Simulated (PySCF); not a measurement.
C3H5GeNO.
Bonds: C1–C2 (double), C2–O3, O3–Ge4, Ge4–C5, C5–N6 (triple). Hydrogens: H7, H8 on C1; H9 on C2; H10, H11 on Ge4.

Computed by this run: PBE0-D3(BJ)/def2-SVP geometry optimisation, gas phase in PySCF 2.14.0; density fitting, grid level 1; the optimiser is geomeTRIC in internal coordinates, started from a GFN2-xTB structure with every atom displaced at random (about 0.01 Å).

Step 0: E = -63219.4890 eV
```
atom  x, y, z in Å  |  force x, y, z in eV/Å
C1      2.3783   -0.3230    0.2678   -1.482   1.675  -1.090
C2      1.1403    0.1486   -0.0014    0.657  -1.196   0.836
O3      0.0127   -0.4273    0.5331    3.095   0.528   0.547
Ge4    -1.5684   -0.5243   -0.0607   -2.346  -0.029  -0.332
C5     -2.1475    1.1957   -0.7320    0.394  -0.805   0.404
N6     -2.4529    2.2354   -1.1233   -0.276   0.831  -0.334
H7      2.5188   -1.1619    0.8883    0.208  -1.264   0.887
H8      3.2406    0.1999   -0.1383    0.096   0.045  -0.055
H9      0.9749    1.0279   -0.6074   -0.124   0.477  -0.384
H10    -2.3486   -0.8931    1.1944   -0.222   0.045  -0.047
H11    -1.7093   -1.5027   -1.1963    0.000  -0.307  -0.432
```

Step 1: E = -63219.6680 eV
```
atom  x, y, z in Å  |  force x, y, z in eV/Å
C1      2.3682   -0.2717    0.2268   -0.108  -0.009   0.054
C2      1.1119    0.1310    0.0324    0.117   0.108  -0.115
O3      0.0658   -0.4678    0.6418   -0.985  -0.183  -0.165
Ge4    -1.6155   -0.5645   -0.0374    0.738   0.077   0.340
C5     -2.0356    1.1919   -0.7150    0.012  -0.033   0.062
N6     -2.2777    2.2515   -1.1175   -0.004   0.032  -0.024
H7      2.5687   -1.1256    0.8792    0.072   0.009  -0.053
H8      3.1969    0.2653   -0.2342    0.009   0.006  -0.002
H9      0.8706    1.0031   -0.5937    0.024  -0.024  -0.035
H10    -2.5128   -0.8972    1.1528    0.060   0.042  -0.038
H11    -1.7014   -1.5406   -1.2113    0.064  -0.024  -0.023
```

**Question.** Estimate the geometry and energy of step 2. (The exact step hangs on the optimiser's Hessian estimate; all steps are aligned on step 1, rigid shifts and turns removed.)

**Answer.** E = -63219.6876 eV, largest force 0.328 eV/Å
```
atom  x, y, z in Å  |  force x, y, z in eV/Å
C1      2.3510   -0.2661    0.2276   -0.039  -0.028   0.028
C2      1.0845    0.1101    0.0498    0.003   0.086  -0.105
O3      0.0337   -0.4835    0.6649   -0.211  -0.112  -0.032
Ge4    -1.6127   -0.5647   -0.0327    0.306  -0.014   0.116
C5     -2.0011    1.1980   -0.7106   -0.028   0.023   0.006
N6     -2.2231    2.2613   -1.1156    0.005  -0.001  -0.006
H7      2.6192   -1.1122    0.8646   -0.051   0.009   0.012
H8      3.1475    0.2951   -0.2610    0.010   0.009  -0.018
H9      0.8332    0.9664   -0.5937    0.025   0.013  -0.002
H10    -2.5276   -0.8868    1.1406   -0.027   0.007   0.005
H11    -1.6656   -1.5423   -1.2097    0.008   0.008  -0.004
```

The energy changes by -0.0197 eV. The first-order estimate −F·Δx gives -0.0359 eV and the mean of the old and new forces, exact on a quadratic surface, -0.0191 eV. The step makes an angle of 79° with the force vector and moves no atom by more than 0.064 Å.

What follows is the cost of the whole optimisation. Time: 62 s wall; peak memory 0.52 GiB. Hardware: Arm Neoverse V1, one thread, no GPU, shared host with 32 logical CPUs at a one-minute load of 31.
